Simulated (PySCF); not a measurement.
Input of a response calculation (the driver script's job line, then coordinates in Å):

```
{"job": {"kind": "uv", "xc": "CAM-B3LYP", "basis": "def2-SVPD", "nstates": 8, "ntriplets": 3}, "charge": 0, "multiplicity": 1}
C     -0.465334    -0.835075    -1.253688
C     -0.451272     0.099977    -0.035121
C     -1.520823     1.177029    -0.258315
C     -0.838762    -0.710234     1.208935
B      0.996612     0.849350     0.145923
N      2.165163    -0.335614     0.286116
F      1.420638     1.495672    -1.013065
H      0.153058    -1.719762    -1.092552
H     -0.100390    -0.308030    -2.132022
H     -1.477752    -1.180583    -1.460919
H     -1.267519     1.772936    -1.130981
H     -1.572217     1.840822     0.601124
H     -2.503422     0.731233    -0.412873
H     -1.855581    -1.090833     1.116451
H     -0.789770    -0.086331     2.098438
H     -0.178697    -1.566474     1.353439
H      1.109575     1.551205     1.101628
H      2.005842    -0.901485     1.111297
H      2.095099    -0.894417    -0.559592
H      3.070406     0.121291     0.322740
```

Computed with TDDFT CAM-B3LYP/def2-SVPD, vertical, gas phase, core orbitals frozen in the response (PySCF). Job line and output are in the format of a driver script around the code.

(1) Give the output without the SCF cycles.

Results:

(1) 
```
converged SCF energy = -339.3855689446

Static polarisability (au): isotropic 75.619, principal 72.778 74.247 79.832

Singlet excitations
state   eV       nm        f      main configurations
  1   6.2474    198.5   0.00398   H->L 0.98
  2   7.4957    165.4   0.00536   H-1->L 0.46, H->L+1 0.41
  3   7.6886    161.3   0.04787   H->L+1 0.37, H->L+2 0.35, H-1->L 0.22
  4   7.7276    160.4   0.01894   H->L+2 0.55, H->L+3 0.20, H->L+1 0.14
  5   7.7851    159.3   0.02068   H->L+3 0.71, H-1->L 0.12
  6   8.1036    153.0   0.01643   H-2->L 0.82
  7   8.2931    149.5   0.08791   H-3->L 0.72, H-2->L 0.09
  8   8.5640    144.8   0.04583   H->L+4 0.47, H->L+7 0.39

Triplet excitations (Tamm-Dancoff, eV): 6.1867 7.3260 7.5505
```

Isolated species at its GFN2-xTB geometry, gas phase.

H and L stand for HOMO and LUMO.

Hardware: Arm Neoverse N1, one thread, no GPU, on a shared host. Cost: 1.9 min wall, 1.1 GiB resident at most.

Shape of the structure used: `[CH3:1][C:2]([CH3:3])([CH3:4])[B@@H-:5]([NH3+:6])[F:7]`: C1–C2–B5–N6 -58°.

Without π bonds the low states are Rydberg-like; a valence basis with one diffuse set may place them up to an eV too high.
